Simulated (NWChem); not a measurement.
System: CH₃BF₂O; SMILES B(F)(OC)F

Here is an NWChem input.

```
start job
memory heap 200 mb stack 900 mb global 1100 mb
geometry units angstroms noautoz
  B     -0.033204     0.525496     0.000000
  F     -0.726310     1.648284     0.000000
  F      1.291509     0.609568     0.000000
  O     -0.679918    -0.644523     0.000000
  C     -0.018738    -1.887566     0.000000
  H     -0.319313    -2.457254     0.892014
  H     -0.319313    -2.457254    -0.892014
  H      1.075597    -1.771746     0.000000
end
basis spherical
  * library def2-svp
end
dft
  xc xpbe96 cpbe96
  iterations 150
  vectors input atomic output neutral.movecs
end
task dft energy
charge 1
dft
  odft
  mult 2
  vectors input atomic output cation.movecs
end
task dft energy
```

NWChem printed, in part:

```
             Northwest Computational Chemistry Package (NWChem) 7.3.0
             --------------------------------------------------------

 CS  symmetry detected

                             Geometry "geometry" -> ""
                             -------------------------

 Output coordinates in angstroms (scale by  1.889725989 to convert to a.u.)

  No.       Tag          Charge          X              Y              Z
 ---- ---------------- ---------- -------------- -------------- --------------
    1 B                    5.0000    -0.02231199     0.53127629     0.00000000
    2 F                    9.0000    -0.70260262     1.66187501     0.00000000
    3 F                    9.0000     1.30327156     0.60027564     0.00000000
    4 O                    8.0000    -0.68229189    -0.63131134     0.00000000
    5 C                    6.0000    -0.03529296    -1.88179415     0.00000000
    6 H                    1.0000    -0.34232811    -2.44802658     0.89201400
    7 H                    1.0000    -0.34232811    -2.44802658    -0.89201400
    8 H                    1.0000     1.06028859    -1.77842855     0.00000000

 Effective nuclear repulsion energy (a.u.)     172.8774183538

      Symmetry information
      --------------------

 Group name             Cs
 Group number              2
 Group order               2
 No. of unique centers     7

  pbe96 is a nonlocal functional; adding pw91lda local functional.

                                 NWChem DFT Module
                                 -----------------

 Summary of "ao basis" -> "ao basis" (spherical)
 ------------------------------------------------------------------------------
       Tag                 Description            Shells   Functions and Types
 ---------------- ------------------------------  ------  ---------------------
 B                          def2-svp                 6       14   3s2p1d
 F                          def2-svp                 6       14   3s2p1d
 O                          def2-svp                 6       14   3s2p1d
 C                          def2-svp                 6       14   3s2p1d
 H                          def2-svp                 3        5   2s1p

      Symmetry analysis of basis
      --------------------------

        a'         59
        a"         26

            General Information
            -------------------
          SCF calculation type: DFT
          Wavefunction type:  closed shell.
          No. of atoms     :     8
          No. of electrons :    40
           Alpha electrons :    20
            Beta electrons :    20
          Charge           :     0
          Spin multiplicity:     1
          Use of symmetry is: on ; symmetry adaption is: on
          Maximum number of iterations: 150
          AO basis - number of functions:    85
                     number of shells:    39
          Convergence on energy requested:  1.00D-06
          Convergence on density requested:  1.00D-05
          Convergence on gradient requested:  5.00D-04

              XC Information
              --------------
          PerdewBurkeErnzerhof Exchange Functional  1.000
            Perdew 1991 LDA Correlation Functional  1.000 local
           PerdewBurkeErnz. Correlation Functional  1.000 non-local

             Grid Information
             ----------------
          Grid used for XC integration:  medium
          Radial quadrature: Mura-Knowles
          Angular quadrature: Lebedev.
          Tag              B.-S. Rad. Rad. Pts. Rad. Cut. Ang. Pts.
          ---              ---------- --------- --------- ---------
          B                   0.85       49          10.0       434
          F                   0.50       49          11.0       434
          O                   0.60       49           7.0       434
          C                   0.70       49           8.0       434
          H                   0.35       45          10.0       434
          Grid pruning is: on
          Number of quadrature shells:   335
          Spatial weights used:  Erf1

      Superposition of Atomic Density Guess
      -------------------------------------

 Sum of atomic energies:        -336.90281882

      Non-variational initial energy
      ------------------------------

 Total energy =    -338.764967
 1-e energy   =    -808.450927
 2-e energy   =     296.808542
 HOMO         =      -0.402462
 LUMO         =       0.091369

      Symmetry analysis of molecular orbitals - initial
      -------------------------------------------------

  Numbering of irreducible representations:

     1 a'          2 a"

  Orbital symmetries:

     1 a'          2 a'          3 a'          4 a'          5 a'
     6 a'          7 a'          8 a'          9 a'         10 a'
    11 a'         12 a'         13 a"         14 a"         15 a'
    16 a'         17 a"         18 a'         19 a'         20 a"
    21 a'         22 a"         23 a'         24 a'         25 a"
    26 a'         27 a'         28 a'         29 a"         30 a'

   convergence    iter        energy       DeltaE   RMS-Dens  Diis-err
 ---------------- ----- ----------------- --------- --------- ---------
 d= 0,ls=0.0,diis     1   -339.0977424690 -5.12D+02  1.72D-02  9.97D-01
 d= 0,ls=0.0,diis     2   -339.0063769714  9.14D-02  9.19D-03  2.36D+00
 d= 0,ls=0.0,diis     3   -339.2109375720 -2.05D-01  1.39D-03  2.91D-02
 d= 0,ls=0.0,diis     4   -339.2126764277 -1.74D-03  7.12D-04  6.05D-03
 d= 0,ls=0.0,diis     5   -339.2131313810 -4.55D-04  2.30D-04  1.59D-03
  Resetting Diis
 d= 0,ls=0.0,diis     6   -339.2132726288 -1.41D-04  4.05D-05  2.69D-05
 d= 0,ls=0.0,diis     7   -339.2132752344 -2.61D-06  2.90D-05  3.33D-06
 d= 0,ls=0.0,diis     8   -339.2132745642  6.70D-07  1.77D-05  1.08D-05
 d= 0,ls=0.0,diis     9   -339.2132755540 -9.90D-07  2.71D-06  1.29D-07

[...]
```

Level: PBE/def2-SVP, vertical spin-unrestricted ions. All runs use the structure optimised with PBE0/def2-SVP.
